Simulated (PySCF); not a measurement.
Delta-SCF ions had no search for a lower state. Excitations are Tamm–Dancoff values on a coarser integration grid. The basis has no diffuse functions, so Rydberg states are missing or too high.

CH$_{2}$B$_{2}$, SMILES `C(=B)=B` (charge 0, multiplicity 1)

The numbers are results of TPSSh-D3(BJ)/def2-TZVP // B3LYP-D3(BJ)/def2-TZVP in PySCF, not measurements.

```yaml
HOMO: -6.94 eV
dipole_moment: 0.001 e·Å
LUMO: -2.15 eV
HOMO–LUMO gap: 4.78 eV
S1 excitation (TDA): 3.99 eV
S1 oscillator strength: 0.000
brightest of the four lowest singlets (TDA): 7.55 eV
T1 excitation (TDA): 3.02 eV
S1–T1 gap (TDA): 0.97 eV
vertical ionisation energy (Delta-SCF): 9.80 eV
total_energy: -88.9592 Ha
cost: roughly 90 core-seconds
```

```xyz
5

B     -1.3474     0.0295    -0.0732
C      0.0000     0.0026    -0.1965
B      1.3474    -0.0272    -0.3195
H     -2.5104     0.0501     0.0350
H      2.5105    -0.0550    -0.4241
```
Charge 0, spin multiplicity 1.
